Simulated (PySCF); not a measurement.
2-(1-methylpyrrol-2-yl)-1,3,4-oxadiazole (C7H7N3O), SMILES Cn1cccc1-c1nnco1. Heavy atoms are numbered as in [CH3:1][n:2]1[cH:3][cH:4][cH:5][c:6]1-[c:7]1[n:8][n:9][cH:10][o:11]1. Hydrogens are named by the atom that carries them.

Coordinates come from a r2SCAN-D4/def2-SVP optimisation. Other conformers were not sampled.

Method: B3LYP/pcSseg-1 (PySCF).

GIAO shieldings, no solvent; atoms alike by connectivity are averaged. δ = σ(ref) − σ: ¹³C against TMS (σ = 181.3 ppm); ¹⁵N against NH3 (σ = 265.5 ppm); ¹⁷O against H2O (σ = 333.8 ppm); ¹H against TMS (σ = 31.68 ppm), references at their B3LYP-D3(BJ)/def2-TZVP geometries, non-relativistic.

Computed chemical shifts:
```json
[
 {"nucleus": "¹³C", "atoms": "C7", "count": "1", "δ (ppm)": "169.7"},
 {"nucleus": "¹³C", "atoms": "C10 (CH)", "count": "1", "δ (ppm)": "158.2"},
 {"nucleus": "¹³C", "atoms": "C3 (CH)", "count": "1", "δ (ppm)": "136.1"},
 {"nucleus": "¹³C", "atoms": "C6", "count": "1", "δ (ppm)": "126.6"},
 {"nucleus": "¹³C", "atoms": "C5 (CH)", "count": "1", "δ (ppm)": "123.7"},
 {"nucleus": "¹³C", "atoms": "C4 (CH)", "count": "1", "δ (ppm)": "117.5"},
 {"nucleus": "¹³C", "atoms": "C1 (CH3)", "count": "1", "δ (ppm)": "43.1"},
 {"nucleus": "¹⁵N", "atoms": "N9", "count": "1", "δ (ppm)": "368.9"},
 {"nucleus": "¹⁵N", "atoms": "N8", "count": "1", "δ (ppm)": "340.6"},
 {"nucleus": "¹⁵N", "atoms": "N2", "count": "1", "δ (ppm)": "191.7"},
 {"nucleus": "¹⁷O", "atoms": "O11", "count": "1", "δ (ppm)": "322.4"},
 {"nucleus": "¹H", "atoms": "H on C10", "count": "1", "δ (ppm)": "8.26"},
 {"nucleus": "¹H", "atoms": "H on C5", "count": "1", "δ (ppm)": "7.42"},
 {"nucleus": "¹H", "atoms": "H on C3", "count": "1", "δ (ppm)": "6.97"},
 {"nucleus": "¹H", "atoms": "H on C4", "count": "1", "δ (ppm)": "6.60"},
 {"nucleus": "¹H", "atoms": "H on C1", "count": "3", "δ (ppm)": "4.31"}
]
```
